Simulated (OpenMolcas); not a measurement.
How basis sets differ on C2F4O (trifluoroacetyl fluoride)

C2F4O has 7 atoms, charge 0, and is taken as a singlet. SMILES: `O=C(F)C(F)(F)F`. Geometry: relaxed at PBE0-D4/def2-TZVP.

Each level gives the dipole moment (D). The values are calculated.

```json
{"level": "HF/ANO-RCC-MB (DKH2)", "kind": "Hartree–Fock", "program": "OpenMolcas", "value (D)": "0.38"}
{"level": "HF/STO-3G", "kind": "Hartree–Fock", "program": "OpenMolcas", "value (D)": "0.52"}
{"level": "HF/3-21G", "kind": "Hartree–Fock", "program": "OpenMolcas", "value (D)": "0.54"}
{"level": "HF/cc-pVDZ", "kind": "Hartree–Fock", "program": "OpenMolcas", "value (D)": "0.69"}
```

The values span 0.38 to 0.69 D. Magnitudes only: a small dipole may point the other way at some levels. Sets without polarisation functions give poor dipoles.
